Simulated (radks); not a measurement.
Species: the copper ion Cu27+. Configuration: [He] (the NIST ground configuration).

Method: non-relativistic Kohn-Sham, PBEsol, spin-polarised, spherical densities, point nucleus; computed with a radial shooting solver on a logarithmic mesh with Libxc functionals.

Energy parts (hartree):
total: -821.92201
kinetic: 821.85912
electron-nucleus: -1662.72651
Hartree: 35.76582
exchange-correlation: -16.82045

Orbitals (lengths in bohr, moments of r in powers of bohr; <r^-3> diverges for s and p1/2):
orbital  occ.  eigenvalue (hartree)  <1/r>  <r^-3>       <r^4>
1s          2             -395.5176  28.67       -  0.00003411
2s          0             -94.96174  6.987       -    0.004702
2p          0             -93.51230  6.932   897.3    0.002885

The highest occupied level is 1s at -10762.6 eV. Summed over all electrons, <r^2> = 0.007360 bohr^2, which gives a Langevin (diamagnetic) susceptibility term of -0.00583 x 10^-6 cm^3/mol. The density falls to 0.001 e/bohr^3 at r = 0.29 bohr. For comparison, the ionisation energy in NIST's Atomic Spectra Database is 11062.4 eV (theoretical). In exact Kohn-Sham theory the highest level is minus the ionisation energy, but local and semilocal functionals leave it too shallow, through self-interaction and a potential that decays too fast; potentials with the right tail come closer.
